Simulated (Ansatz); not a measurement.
`F[Si]1(F)CS1` + `C[S][AlH][Cl]` → `F[SiH]1CS1` + `C[S][Al]([F])[Cl]` at 700 K and 1 bar (redistribution).

Computed with Ansatz on PBE0-D4/def2-TZVP structures; ΔE is electronic, products minus reactants. CCSD(T)/CBS adds triple-zeta CCSD(T) − MP2 to the extrapolated MP2 energy (def2 sets, frozen cores). Each species was taken in one conformer, which may not be the lowest.

```json
{"species": "`F[Si]1(F)CS1`", "CCSD(T)/CBS energy (Eh)": "-925.82900", "H − E (kJ/mol)": "152.1", "S (J/(mol·K))": "407.4"}
{"species": "`C[S][AlH][Cl]`", "CCSD(T)/CBS energy (Eh)": "-1140.13367", "H − E (kJ/mol)": "191.6", "S (J/(mol·K))": "441.6"}
{"species": "`F[SiH]1CS1`", "CCSD(T)/CBS energy (Eh)": "-826.56648", "H − E (kJ/mol)": "160.3", "S (J/(mol·K))": "381.0"}
{"species": "`C[S][Al]([F])[Cl]`", "CCSD(T)/CBS energy (Eh)": "-1239.41425", "H − E (kJ/mol)": "185.9", "S (J/(mol·K))": "473.4"}
```

H − E and S are ideal-gas, rigid-rotor, harmonic terms from PBE0-D4/def2-TZVP, for one conformer and one mirror image of each species. 1 Eh = 2625.50 kJ/mol, R = 8.31446 J/(mol·K).

Task: By hand: ΔE, ΔH, ΔS and ΔG.

Result: ΔE = (-826.56648) + (-1239.41425) − (-925.82900) − (-1140.13367) = -0.01806 Eh = -47.4 kJ/mol. Δ(H − E) = 160.3 + 185.9 − 152.1 − 191.6 = 2.5, so ΔH = -44.9 kJ/mol. ΔS = 381.0 + 473.4 − 407.4 − 441.6 = 5.4 J/(mol·K). ΔG = -44.9 − 700 × (5.4)/1000 = -48.7 kJ/mol.

Task: By hand: the equilibrium constant, and the temperature at which ΔG would vanish if ΔH and ΔS stayed fixed.

Result: log₁₀ K = −ΔG/(RT ln 10) = 3.6. ΔH and −TΔS have one sign here, so there is no such temperature. One of them is within its doubt of zero, so this could turn.

The number of gas molecules stays the same, so ΔS is small and ΔH decides. A doubt of 5 kJ/mol in ΔE shifts log₁₀ K by 0.4 here. Other conformers and mirror images would add mixing entropy, several J/(mol·K) or more a flexible species. Modes under 60 cm⁻¹, often nearly free rotors, make the harmonic entropy too high. These are equilibria of isolated gas molecules and say nothing of rates. Largest T1 diagnostic: 0.012 (customary marks: 0.02 for closed shells, 0.045 for open ones).
